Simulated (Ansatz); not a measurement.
Input file for Ansatz (a first-principles code): R-HF/def2-TZVPP on BH3 (SMILES B), atoms moved off the minimum.

Ansatz 0.2 input:
```yaml
crystal:
  periodic: [false, false, false]
  atoms:
    - {symbol: B, position_ang: [-0.03145817, -0.15261942, 0.08313060]}
    - {symbol: H, position_ang: [-1.18520280, -0.12486744, -0.30458873]}
    - {symbol: H, position_ang: [0.48124118, -0.61934099, 0.97637164]}
    - {symbol: H, position_ang: [0.64283368, 0.66500272, -0.69790320]}
basis:
  gaussian:
    orbitals: def2-TZVPP
hamiltonian:
  xc: {name: HF}
scf: {lower_state_search: off}
output: {forces: true}
```

The log:

```
WARN ansatz: RAYON_NUM_THREADS=1 ignored (pool sized by the plan → 1); use --threads N
Functional definition: HF
these checks for a lower state are left out or cut short: stability, starts, cluster_reference, orbital_swaps, neighbouring_geometries, increment
integrals: 0.01 GiB planned
402 factors; their error is unknown
mean field: 0.07 GiB planned
mean field evaluation 1: about -717.6052 eV, gradient 9.8e0 eV
mean field evaluation 2: about -718.0159 eV, gradient 2.6e0 eV
mean field evaluation 4: about -718.0488 eV, gradient 1.6e-1 eV
mean field evaluation 8: about -718.0500 eV, gradient 3.4e-5 eV
mean field -718.05000353 eV, -26.3878509179 hartree, gradient 6.4e-7 eV, S^2 0.000000; 0 other end points of the search recorded, 0 dependent functions left out
the calculation of the forces begins
reference -718.05000353 eV, -26.3878509179 hartree; 4, 4 occupied and 69, 69 virtual orbitals, 402 factors
Total energy: -718.05000353 eV, -26.3878509179 hartree
Atom 0 at    -0.031458    -0.152619     0.083131 Å, force    -0.134263     3.194267    -3.391860 eV/Å
Atom 1 at    -1.185203    -0.124867    -0.304589 Å, force     0.501623    -0.700445     0.786609 eV/Å
Atom 2 at     0.481241    -0.619341     0.976372 Å, force     0.338902    -0.938925     1.171512 eV/Å
Atom 3 at     0.642834     0.665003    -0.697903 Å, force    -0.706261    -1.554898     1.433739 eV/Å
Dipole moment:    -0.013639    -0.069836     0.052965 e Å
Checks for a lower state left out: stability, starts, cluster_reference, orbital_swaps, neighbouring_geometries, increment
```

The run converged.

Cost: very roughly 0.10 core-seconds.
